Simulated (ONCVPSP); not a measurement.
**Which change was made? (Ir, ONCV)**

Ir, optimised norm-conserving Vanderbilt (ONCV), made with ONCVPSP 4.0.1 (PBE, fully relativistic). Core [Kr] 4d10 4f14 5s2, reference 5p6 5d7 6s1.5 6p0.5. Waves: 6s: rc 2.15 bohr, ncon 3, nbas 6, qcut 2.4 1/bohr, 2 projectors, debl 0.4 Ha; 5p+6p: rc 1.45 bohr, ncon 3, nbas 7, qcut 11.4 1/bohr, 2 projectors; 5d: rc 1.85 bohr, ncon 4, nbas 9, qcut 9.3 1/bohr, 2 projectors, debl 2.9 Ha. Local part: polynomial inside 1.35 bohr (lpopt 5, dvloc0 6 Ha). Core correction: Teter function, fcfact 2, rcfact 1.55.

Open shells are filled in proportion to 2j + 1.

Cutoffs, loose and tight: the cutoffs (Ha) at which the residual kinetic energy of the hardest occupied pseudo-wave falls to 1 and 0.1 mHa per electron. They do not see the model core or the augmentation charge, which bear on the density cutoff. Test errors are all-electron minus pseudo excitation energies from the reference, over the configurations 5p6 5d7 6s2 6p0; 5p6 5d7 6s1 6p0; 5p6 5d7 6s0 6p0; 5p6 5d6 6s2 6p0; variants that change the core or the reference have their own tests.

The base gives: outcome: generated; cutoff, loose: 41 Ha; cutoff, tight: 49 Ha; bound ghosts: s; GHOST(+) flags above zero: none; largest test error (meV): -24.

(1) After one change the result is: outcome: generated; cutoff, loose: 27 Ha; cutoff, tight: 33 Ha; bound ghosts: none; GHOST(+) flags above zero: none; largest test error (meV): +30. Which change was it?
A. all radii but the core radius scaled by about 0.79 (s 1.70, p 1.16, d 1.46 bohr); local potential polynomial inside 1.08 bohr (lpopt 5, dvloc0 6 Ha)
B. all radii but the core radius scaled by about 1.11 (s 2.38, p 1.60, d 2.06 bohr); local potential polynomial inside 1.50 bohr (lpopt 5, dvloc0 6 Ha)
C. all radii but the core radius scaled by about 1.31 (s 2.82, p 1.90, d 2.42 bohr); local potential polynomial inside 1.76 bohr (lpopt 5, dvloc0 6 Ha)

Results:

(1) C. The others give: all radii but the core radius scaled by about 1.11 (s 2.38, p 1.60, d 2.06 bohr); local potential polynomial inside 1.50 bohr (lpopt 5, dvloc0 6 Ha) → outcome: generated; cutoff, loose: 38 Ha; cutoff, tight: 45 Ha; bound ghosts: none; GHOST(+) flags above zero: s, p3/2, d5/2; largest test error (meV): -16 | all radii but the core radius scaled by about 0.79 (s 1.70, p 1.16, d 1.46 bohr); local potential polynomial inside 1.08 bohr (lpopt 5, dvloc0 6 Ha) → outcome: failed: ERROR pspot: first pseudo wave function has node, program will stop.
